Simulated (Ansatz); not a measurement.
## Nudged elastic band run: C2H11NOSi2

Input file:

```yaml
crystal:
  periodic: [false, false, false]
  atoms:
    - { symbol: C, position_ang: [0.350851, -2.22664, -0.095352] }
    - { symbol: O, position_ang: [0.440256, -1.332989, -1.24169] }
    - { symbol: Si, position_ang: [0.89849, 0.260919, -0.717054] }
    - { symbol: "N", position_ang: [1.374111, 1.16261, -2.174093] }
    - { symbol: Si, position_ang: [-0.731944, 1.439623, 0.343993] }
    - { symbol: C, position_ang: [-1.386755, 0.593955, 1.89064] }
    - { symbol: H, position_ang: [1.293478, -2.291467, 0.495762] }
    - { symbol: H, position_ang: [0.129193, -3.241902, -0.479684] }
    - { symbol: H, position_ang: [-0.462489, -1.959122, 0.617614] }
    - { symbol: H, position_ang: [2.09005, 0.131932, 0.110803] }
    - { symbol: H, position_ang: [0.553118, 1.207889, -2.829975] }
    - { symbol: H, position_ang: [2.068822, 0.584545, -2.712886] }
    - { symbol: H, position_ang: [-0.203901, 2.733596, 0.724687] }
    - { symbol: H, position_ang: [-1.844421, 1.67844, -0.552136] }
    - { symbol: H, position_ang: [-0.577667, 0.322941, 2.578219] }
    - { symbol: H, position_ang: [-1.938517, -0.321148, 1.64858] }
    - { symbol: H, position_ang: [-2.071474, 1.256416, 2.432673] }
basis:
  gaussian: { orbitals: STO-3G }
hamiltonian:
  xc: r2scan
  dispersion: d4
neb:
  order_check: false
  images: 5
  f_tol: 0.05
  max_iterations: 60
  initial_path: linear
  final_atoms:
    - { symbol: C, position_ang: [0.10608564, -2.04788418, -0.60429605] }
    - { symbol: O, position_ang: [1.26745676, -1.3535119, -0.06320791] }
    - { symbol: Si, position_ang: [1.15560543, 0.35386659, -0.35882567] }
    - { symbol: "N", position_ang: [1.29034828, 0.79944979, -2.07788493] }
    - { symbol: Si, position_ang: [-0.74573221, 1.30971841, 0.43912176] }
    - { symbol: C, position_ang: [-1.17361262, 0.6948017, 2.1628844] }
    - { symbol: H, position_ang: [-0.86195993, -1.70691199, -0.17016554] }
    - { symbol: H, position_ang: [0.21645886, -3.12287433, -0.3623945] }
    - { symbol: H, position_ang: [0.01164455, -1.96840654, -1.71195114] }
    - { symbol: H, position_ang: [2.36378875, 0.83967379, 0.27545797] }
    - { symbol: H, position_ang: [0.4756587, 0.41054988, -2.61645852] }
    - { symbol: H, position_ang: [2.1161953, 0.30818137, -2.50523793] }
    - { symbol: H, position_ang: [-0.58313365, 2.74770472, 0.48819285] }
    - { symbol: H, position_ang: [-1.86307919, 1.03617058, -0.44141063] }
    - { symbol: H, position_ang: [-0.37466622, 0.92349421, 2.87721751] }
    - { symbol: H, position_ang: [-1.32789114, -0.38998806, 2.17726703] }
    - { symbol: H, position_ang: [-2.0919663, 1.16556395, 2.53179229] }
```

Command:

```bash
$ ansatz run input.yaml --threads 1 --pin off --max-ram 2048MiB --backend cpu --events-out ev --progress --plain --runs-dir out
```

Output, in part (warnings, iteration lines, the closing report on the highest movable image, with atoms numbered from 0):

```
NEB end point (image 0): max|allowed force component| = 3.218e-3 eV/Å (the criterion of neb.relax_end_points is 1.000e-2)
NEB end point (image 6): max|allowed force component| = 1.079e-2 eV/Å (the criterion of neb.relax_end_points is 1.000e-2)
NEB iter   1: max|band force component| = 1.156e0 eV/Å  barrier→ = 0.3231 eV  barrier← = 0.3882 eV  Δτ_max = 0.2000 Å  (158 SCF iters)
NEB iter   2: max|band force component| = 7.730e-1 eV/Å  barrier→ = 0.1155 eV  barrier← = 0.1805 eV  Δτ_max = 0.0967 Å  (124 SCF iters)
NEB iter   3: max|band force component| = 1.737e-1 eV/Å  barrier→ = 0.0688 eV  barrier← = 0.1339 eV  CI = image 3  Δτ_max = 0.1328 Å  (127 SCF iters)
NEB iter   4: max|band force component| = 1.691e-1 eV/Å  barrier→ = 0.0548 eV  barrier← = 0.1199 eV  CI = image 3  Δτ_max = 0.0666 Å  (123 SCF iters)
NEB iter   5: max|band force component| = 7.395e-2 eV/Å  barrier→ = 0.0518 eV  barrier← = 0.1168 eV  CI = image 3  Δτ_max = 0.0606 Å  (127 SCF iters)
NEB iter   6: max|band force component| = 4.478e-2 eV/Å  barrier→ = 0.0506 eV  barrier← = 0.1156 eV  CI = image 3  Δτ_max = 0.0000 Å  (241 SCF iters)
Total energy: -21286.80683956 eV, -782.2757226378 hartree
Atom 0 at    -0.254727    -2.028734    -0.369841 Å, force    -0.003962     0.006537     0.016095 eV/Å
Atom 1 at     0.826384    -1.421695    -1.127378 Å, force    -0.010762     0.004809    -0.010589 eV/Å
Atom 2 at     1.048447     0.268944    -0.779880 Å, force     0.008053     0.006246     0.009254 eV/Å
Atom 3 at     1.079993     1.166323    -2.323005 Å, force     0.002457    -0.012019    -0.011451 eV/Å
Atom 4 at    -0.478014     1.288513     0.560428 Å, force     0.000419     0.000266     0.003178 eV/Å
Atom 5 at    -0.745111     0.449979     2.221540 Å, force     0.002878    -0.003091    -0.003240 eV/Å
Atom 6 at    -0.042459    -2.107695     0.721532 Å, force    -0.005988     0.000823    -0.003758 eV/Å
Atom 7 at    -0.387975    -3.061296    -0.749641 Å, force     0.001156    -0.004908    -0.010912 eV/Å
Atom 8 at    -1.235758    -1.509733    -0.474115 Å, force     0.005280    -0.002692    -0.000089 eV/Å
Atom 9 at     2.404860     0.388317    -0.269855 Å, force    -0.002974     0.002029     0.008379 eV/Å
Atom 10 at     0.173540     0.998475    -2.832208 Å, force     0.005829     0.002440     0.004943 eV/Å
Atom 11 at     1.783809     0.706771    -2.957722 Å, force    -0.003968     0.003712     0.004768 eV/Å
Atom 12 at    -0.021389     2.639644     0.810289 Å, force    -0.003221     0.005248    -0.012995 eV/Å
Atom 13 at    -1.753764     1.385265    -0.118833 Å, force    -0.000361    -0.008698     0.005216 eV/Å
Atom 14 at     0.200416     0.294055     2.752833 Å, force     0.000965    -0.001620    -0.000335 eV/Å
Atom 15 at    -1.231888    -0.524935     2.113887 Å, force     0.000718    -0.006034    -0.001198 eV/Å
Atom 16 at    -1.385163     1.067400     2.862069 Å, force     0.003480     0.006952     0.002734 eV/Å
Dipole moment:    -0.204179    -0.172817     0.096134 e Å
```

It converged. The order of the stationary point at the top wasn't checked. Limits of this set-up: minimal basis.

Final band (atoms are numbered from 1 in the order of the input):

```json
{"image": "0", "path coordinate (Å)": "0.00", "energy (kcal/mol)": "0.0", "dihedral C1–O2–Si3–Si5 (°)": "-74"}
{"image": "1", "path coordinate (Å)": "0.89", "energy (kcal/mol)": "0.1", "dihedral C1–O2–Si3–Si5 (°)": "-60"}
{"image": "2", "path coordinate (Å)": "1.79", "energy (kcal/mol)": "0.5", "dihedral C1–O2–Si3–Si5 (°)": "-38"}
{"image": "3", "path coordinate (Å)": "2.68", "energy (kcal/mol)": "1.2", "dihedral C1–O2–Si3–Si5 (°)": "-7"}
{"image": "4", "path coordinate (Å)": "3.56", "energy (kcal/mol)": "0.4", "dihedral C1–O2–Si3–Si5 (°)": "21"}
{"image": "5", "path coordinate (Å)": "4.45", "energy (kcal/mol)": "-0.9", "dihedral C1–O2–Si3–Si5 (°)": "41"}
{"image": "6", "path coordinate (Å)": "5.33", "energy (kcal/mol)": "-1.5", "dihedral C1–O2–Si3–Si5 (°)": "56"}
```

Time of the run: 86 s on 1 thread of AMD EPYC 9B45 (Zen 5), with other jobs on the host, peak memory 0.16 GiB.
